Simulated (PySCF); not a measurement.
Al(Br)(Me)(OH) (CH4AlBrO), SMILES [CH3][Al]([OH])[Br]. Atoms are numbered in the order given.

```xyz
8

Al    -0.1062    -0.9480     0.0000
Br     0.0900     1.3176     0.0000
C      1.4550    -2.1031     0.0000
H      2.0858    -1.9161    -0.8859
H      1.1645    -3.1659     0.0000
H      2.0858    -1.9161     0.8859
O     -1.6680    -1.6306     0.0000
H     -2.4933    -1.1312     0.0000
```
Charge 0, spin multiplicity 1.

Coordinates come from a TPSSh-D3(BJ)/def2-SVP optimisation. The structure was generated by enumeration; whether it is a known compound was not checked. The values are those of a single conformer.

Computed with PBE/def2-TZVP (PySCF).

Symmetry labels are those of the subgroup Cs that the program uses (full group Cs).

### Question
List the valence orbital energies around the gap with their symmetry. (The exact figures need the calculation; the answer reports its results.)

### Answer

| orbital | symmetry | energy (eV) |
|---|---|---|
| HOMO−7 | A' | -9.92 |
| HOMO−6 | A" | -9.83 |
| HOMO−5 | A' | -9.45 |
| HOMO−4 | A' | -8.11 |
| HOMO−3 | A" | -7.81 |
| HOMO−2 | A' | -7.54 |
| HOMO−1 | A" | -7.26 |
| HOMO | A' | -7.03 |
| LUMO | A' | -1.23 |
| LUMO+1 | A" | -1.13 |
| LUMO+2 | A' | 0.40 |
| LUMO+3 | A' | 0.96 |
